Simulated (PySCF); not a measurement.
Ranking problems on computed properties.

All species are isolated and taken at one optimised geometry, non-relativistic unless stated; the electronic structure was computed with PySCF and density fitting.

The conformers computed, where there is a choice (atom-mapped SMILES and torsion angles):
- `[CH3:1][CH2:2][O:3][Si:4]([F:5])([F:6])[F:7]`: C1–C2–O3–Si4 180°, C2–O3–Si4–F5 180°
- `[CH2:1]=[C:2]([CH3:3])[C@H:4]1[O:5][CH2:6][SiH2:7]1`: C1–C2–C4–O5 148°
- `[CH3:1][SiH2:2][O:3][C@:4]12[CH2:5][C@H:6]1[CH2:7]2`: C1–Si2–O3–C4 -172°, Si2–O3–C4–C5 -134°
- `[CH2:1]=[N:2][CH2:3][Si@@H:4]([Cl:5])/[CH:6]=[CH:7]/[C:8]#[N:9]`: C1–N2–C3–Si4 -110°, N2–C3–Si4–Cl5 -174°, C3–Si4–C6–C7 24°
- `[CH2:1]=[N:2][SiH2:3][CH:4]([CH3:5])[CH3:6]`: C1–N2–Si3–C4 115°, N2–Si3–C4–C5 49°
- `[CH2:1]=[C:2]([CH3:3])[C@@H:4]1[CH2:5][O:6][SiH2:7]1`: C1–C2–C4–C5 -145°

(1) Rank by HOMO energy, highest first (CAM-B3LYP/def2-SVPD at GFN2-xTB geometries).
A. `C=C(C)[C@H]1OC[SiH2]1`
B. `C[SiH2]O[C@]12C[C@H]1C2`
C. `CCO[Si](F)(F)F`
D. `[Si@H](Cl)(/C=C/C#N)CN=C`
E. `C=N[SiH2]C(C)C`

(2) Rank by lowest singlet excitation, highest first (TDDFT CAM-B3LYP/def2-SVPD at GFN2-xTB geometries).
A. `C=C(C)[C@H]1OC[SiH2]1`
B. `C=NC[Si@@H](Cl)/C=C/C#N`
C. `C=C(C)[C@@H]1CO[SiH2]1`
D. `CCO[Si](F)(F)F`
E. `C=N[SiH2]C(C)C`
F. `C1[C@]2(O[SiH2]C)C[C@H]12`

(3) Rank by lowest triplet excitation (Tamm–Dancoff), lowest first (TDA CAM-B3LYP/def2-SVPD at GFN2-xTB geometries).
A. `C=NC[Si@@H](Cl)/C=C/C#N`
B. `C=N[SiH2]C(C)C`
C. `C=C(C)[C@H]1OC[SiH2]1`
D. `[SiH2](O[C@]12[C@H](C1)C2)C`
E. `CCO[Si](F)(F)F`

(4) By how much do the two ends of that ranking differ?

(5) Rank by dipole moment, lowest first (CAM-B3LYP/def2-SVPD at GFN2-xTB geometries).
A. `CCO[Si](F)(F)F`
B. `C[SiH2]O[C@]12C[C@H]1C2`
C. `C=C(C)[C@H]1OC[SiH2]1`
D. `C=N[SiH2]C(C)C`
E. `C=NC[Si@@H](Cl)/C=C/C#N`

(6) Rank by electronic spatial extent ⟨r²⟩ about the centre of nuclear charge, lowest first (CAM-B3LYP/def2-SVPD at GFN2-xTB geometries).
A. `CCO[Si](F)(F)F`
B. `N#C/C=C/[Si@@H](CN=C)Cl`
C. `C=C(C)[C@H]1OC[SiH2]1`
D. `C[SiH2]O[C@]12C[C@H]1C2`
E. `C=N[SiH2]C(C)C`

(7) By how much do the two ends of that ranking differ?

(8) Rank by HOMO–LUMO gap, lowest first (CAM-B3LYP/def2-SVPD at GFN2-xTB geometries).
A. `C[SiH2]O[C@]12C[C@H]1C2`
B. `C=N[SiH2]C(C)C`
C. `N#C/C=C/[Si@H](Cl)CN=C`
D. `O([Si](F)(F)F)CC`

Answers

(1) B (-7.92 eV), A (-8.06 eV), E (-8.31 eV), D (-9.32 eV), C (-10.93 eV).

(2) D (8.36 eV), F (6.44 eV), A (5.80 eV), C (5.66 eV), B (4.93 eV), E (3.99 eV).

(3) B (3.38 eV), A (3.56 eV), C (4.17 eV), D (6.29 eV), E (8.10 eV).

(4) By 4.72 eV, between `CCO[Si](F)(F)F` and `C=N[SiH2]C(C)C`.

(5) B (0.56 D), D (1.35 D), C (1.98 D), A (3.28 D), E (5.32 D).

(6) E (939 bohr²), C (965 bohr²), A (1030 bohr²), D (1174 bohr²), B (2164 bohr²).

(7) By 1225 bohr², between `C=NC[Si@@H](Cl)/C=C/C#N` and `C=N[SiH2]C(C)C`.

(8) C (8.39 eV), B (8.67 eV), A (9.24 eV), D (11.63 eV).
